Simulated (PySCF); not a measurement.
[Ru(H2O)6]3+ (charge +3 and doublet state).
Cartesian coordinates in Å at the PBE0-D3(BJ)/def2-SVP level; atoms count from 1:
```xyz
19
H12O6Ru angstrom
Ru    -0.0005   -0.0030   -0.0057
O      0.1290    0.2628    1.9987
H     -0.5786    0.4774    2.6367
H      0.9807    0.2627    2.4782
O     -0.0105   -0.2505   -2.0160
H     -0.7660   -0.2408   -2.6348
H      0.8081   -0.3122   -2.5462
O      2.0789    0.2079   -0.0643
H      2.5713    1.0480   -0.1129
H      2.7273   -0.5061   -0.2064
O     -2.0808   -0.1965    0.0799
H     -2.6107   -0.2624    0.8957
H     -2.6772   -0.4162   -0.6592
O     -0.3030    1.9831   -0.2511
H     -1.1940    2.3702   -0.3592
H      0.3428    2.7142   -0.2055
O      0.1855   -2.0041    0.2464
H     -0.5701   -2.6215    0.1916
H      0.9678   -2.5131    0.5339
```

Computed, not measured: PBE0-D3(BJ)/def2-SVP geometry optimisation, gas phase, def2 core potentials past Kr in PySCF 2.14.0.

(1) Which atoms are bound to Ru1, and at what distances?

(2) List the angles at Ru1.

(3) What is the shape at Ru1?

(4) What are the other bond lengths?

Results:

(1) 6 atoms: O14 2.024 Å, O17 2.025 Å, O5 2.026 Å, O2 2.026 Å, O8 2.091 Å, O11 2.091 Å. The nearest atom not counted as bound is H15, at 2.68 Å (others tie with it).

(2) 
```tsv
angle	degrees	distance of the outer atoms (Å)
O8–Ru1–O11	179.1	4.18
O14–Ru1–O17	176.7	4.05
O2–Ru1–O5	176.6	4.05
O8–Ru1–O14	92.6	2.98
O2–Ru1–O11	92.0	2.96
O5–Ru1–O11	91.4	2.95
O8–Ru1–O17	90.7	2.93
O5–Ru1–O17	90.2	2.87
O2–Ru1–O14	90.0	2.86
O2–Ru1–O17	90.0	2.87
O5–Ru1–O14	89.9	2.86
O11–Ru1–O17	89.7	2.90
O5–Ru1–O8	89.4	2.90
O2–Ru1–O8	87.2	2.84
O11–Ru1–O14	87.0	2.83
```

(3) Octahedral: the three widest angles are 179.1°, 176.7° and 176.6°, the others run from 87.0° to 92.6°. The Ru–O distances aren't all alike: 2.024 to 2.091 Å.

(4) O2–H3 0.977 Å; O2–H4 0.977 Å; O5–H6 0.977 Å; O5–H7 0.977 Å; O8–H9 and 3 like bonds 0.975 Å; O14–H15 0.977 Å; O14–H16 0.976 Å; O17–H18 0.977 Å; O17–H19 0.977 Å.

Point group: near C2, missed by 0.17 Å at most; the miss may be what the optimiser left on a soft mode. Charge +3, doublet. ⟨S²⟩ = 0.752 (exact for a doublet: 0.75). The ion is multiply charged and computed without counter-ions or solvent. No frequency check.

On Arm Neoverse N1, one thread, no GPU (shared host), this took 7.5 min of wall time and 0.74 GiB of memory at its peak. This is the geometry optimisation.

For an open-shell metal species like this, the optimisation's SCF solution wasn't tested for stability and no frequencies at its level were run, so a lower state or another shape may exist.
